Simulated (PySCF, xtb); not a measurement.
(E)-1-bromo-1-fluoroprop-1-ene (C3H4BrF), SMILES C/C=C(\F)Br.

Harmonic wavenumbers (cm⁻¹) from GFN2-xTB (xtb 6.7.1) at its own minimum, in rising order: 135, 192, 196, 306, 338, 459, 687, 819, 986, 1016, 1028, 1132, 1264, 1400, 1462, 1471, 1716, 3008, 3022, 3056, 3105.

What does PySCF 2.14.0 with PBE-D3(BJ)/def2-SVP give at its own minimum? (An estimate is asked for; the answer gives what the named calculation found.)

142, 187, 205, 332, 354, 523, 718, 786, 962, 999, 1024, 1115, 1277, 1344, 1406, 1408, 1697, 2964, 3031, 3087, 3140. Paired by order, the mean absolute difference is 28 cm⁻¹ and the zero-point energies are 38.3 and 38.2 kcal/mol.
